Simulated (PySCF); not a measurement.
Working out the excitation energy of B

B [He] 2s2 2p1 (2P) → B [He] 2s1 2p2 (4P). Computed with PySCF 2.14 in def2-TZVPPD, with the non-relativistic Hamiltonian (point nucleus). Frozen: nothing. Energies in hartree (1 hartree = 27.21139 eV):

```
            part   B (lower)   B (upper)
             UHF  -24.532383  -24.451934
CCSD correlation   -0.080163   -0.032311
             (T)   -0.001507   -0.000128
```

**Question.** What does Hartree-Fock give?

**Answer.** (-24.451934) − (-24.532383) = 0.080449 hartree = 2.189 eV.

**Question.** What do CCSD and CCSD(T) give?

**Answer.** The CCSD correlation energies differ by 0.047852 hartree = 1.302 eV and the triples by 0.001379 hartree = 0.038 eV, so CCSD gives 3.491 eV and CCSD(T) 3.529 eV.
